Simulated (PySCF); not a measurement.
Species: C6H10FN.
Geometry (GFN2-xTB, Å), atoms numbered from 1 in this order:
```
atom  x, y, z in Å
N1     1.7257   -1.6288    0.9372
C2     0.9805   -0.9177    0.2175
C3    -0.3836   -1.4223   -0.1461
C4    -1.4568   -0.4173    0.2806
C5    -1.1690    0.9687   -0.2858
F6    -1.2807    0.9300   -1.6668
C7     0.2269    1.4553    0.0872
C8     1.2926    0.4446   -0.3463
H9     2.6395   -1.2301    1.1471
H10   -0.4303   -1.5508   -1.2303
H11   -0.5522   -2.3873    0.3300
H12   -2.4344   -0.7547   -0.0681
H13   -1.4846   -0.3432    1.3689
H14   -1.9294    1.6881    0.0476
H15    0.4149    2.4185   -0.3914
H16    0.2618    1.5961    1.1690
H17    2.2814    0.7813   -0.0248
H18    1.2888    0.3761   -1.4372
```

Computed at PBE0/pcSseg-1 (PySCF, non-relativistic), with Q(14N) = 0.02044 b: N1, 14N (I = 1): χzz = -4.806 MHz, η = 0.289.

Question: Where would the pure quadrupole (NQR) lines of 14N at N1 fall for the rigid, isolated species?

Answer: From ν± = (3/4)|χ|(1 ± η/3) and ν0 = |χ|η/2: ν+ 3.951 MHz, ν− 3.258 MHz, ν0 0.694 MHz (imine nitrogen).

In a crystal, neighbours and librations shift these lines. GFN2-xTB bond lengths can be off by several hundredths of an ångström, more for odd bonds, and the gradients follow them. The basis is small and wasn't made for field gradients, so the couplings can be 20 % off.

One conformer stands for the species.
